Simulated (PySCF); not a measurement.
## Simulated absorption spectrum

C6H15BN2.
SMILES: `C[NH2+][B@-](C)(C#N)C(C)C`

Computed with PySCF, TDDFT CAM-B3LYP/def2-SVPD, vertical, gas phase, core orbitals frozen in the response. The structure is a single PBE0-D3(BJ)/def2-SVP conformer in the gas phase; no vibrational or solvent corrections. Torsions of this conformer, `[CH3:1][NH2+:2][B@-:3]([CH3:4])([C:5]#[N:6])[CH:7]([CH3:8])[CH3:9]`: C1–N2–B3–C4 60°, N2–B3–C7–C8 -68°.

Computed states:

```csv
state,E (eV),f
S1,6.76,0.0083
S2,7.29,0.0015
S3,7.57,0.0080
S4,7.81,0.011
S5,7.91,0.0021
S6,7.98,0.015
S7,8.05,0.016
S8,8.12,0.018
S9,8.30,0.025
S10,8.42,0.027
```

Broadening: Gaussians 0.3 eV wide at half height, area fixed by f = 4.319×10⁻⁹ ∫ε dν̃. The cross-section is σ = 3.8235×10⁻²¹ ε cm², given in Mb (10⁻¹⁸ cm²). The width is an assumption, not a result. The curve ends short of the highest state used, and states not computed would add to its high-energy end.

(1) What does the envelope look like, and where are its maxima?

(2) On this curve, what absorbance would a 10⁻⁵ mol/L sample give at 193 nm over a 1 cm path?

(3) Coming from long wavelengths, where does ε first pass 100 L mol⁻¹ cm⁻¹?

(4) Does any computed singlet lie in the visible range?

## Answers

(1) 
```csv
E (eV),σ (Mb)
6.31,0.01
6.34,0.01
6.38,0.04
6.41,0.07
6.45,0.16
6.48,0.27
6.52,0.52
6.55,0.78
6.59,1.23
6.62,1.62
6.66,2.15
6.69,2.50
6.73,2.79
6.76,2.85
6.80,2.68
6.83,2.40
6.87,1.90
6.91,1.37
6.94,1.01
6.98,0.63
7.01,0.43
7.05,0.28
7.08,0.24
7.12,0.26
7.15,0.31
7.19,0.41
7.22,0.50
7.26,0.63
7.29,0.75
7.33,0.94
7.36,1.13
7.40,1.47
7.43,1.79
7.47,2.28
7.50,2.67
7.54,3.16
7.58,3.61
7.61,3.93
7.65,4.39
7.68,4.81
7.72,5.57
7.75,6.30
7.79,7.53
7.82,8.63
```

Maxima: 184 nm (6.76 eV), ε about 750, made up of S1 (100%) (ε in L mol⁻¹ cm⁻¹; maxima over ε = 5, shares over 10%). At its high-energy end, 7.82 eV, the curve is still rising (ε about 2300, from S4, S6 and S7).

(2) 193 nm is 6.424 eV, where ε is about 25 L mol⁻¹ cm⁻¹, so A = ε c l ≈ 0.00025 (Beer–Lambert, with the gas-phase spectrum and the assumed width).

(3) At about 191 nm (6.50 eV), 0.25 eV below S1.

(4) No computed singlet lies in the visible range (380 to 750 nm); the lowest, at 184 nm, stands 3.49 eV above its violet end (3.26 eV).

All these states lie below the vertical ionisation energy of 9.62 eV (ΔSCF).
